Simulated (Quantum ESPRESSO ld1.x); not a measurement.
These are the eigenvalues of the occupied orbitals of an atom or ion with whole-number occupations (eV). Calculated with ld1.x of Quantum ESPRESSO 7.5: scalar-relativistic Kohn-Sham, LDA (Slater exchange, Perdew-Zunger correlation), spin-unpolarised, spherical densities, point nucleus.

orbital  eigenvalue
1s         -65232.2
2s         -11157.1
2p         -9800.29
3s         -2541.62
3p         -2136.35
3d         -1655.87
4s         -511.374
4p         -378.356
4d         -206.466
5s         -67.1680
5p         -35.7094
4f         -17.0323
6s          -5.2686
5d          -2.8727

Which element is it, and in what charge state? The configuration may be excited.

Answer. Z = 72, hafnium, charge 0: Hf in [Xe] 4f14 5d2 6s2. The list shows which subshells hold electrons but not how many an open one holds; the 1s level, -2397.2 hartree, gives Z - s = 69.2 by -(Z - s)^2/2, which with screening and relativity narrows Z to a few neighbours, and the depths of the outer levels then fix element, charge and occupations together.
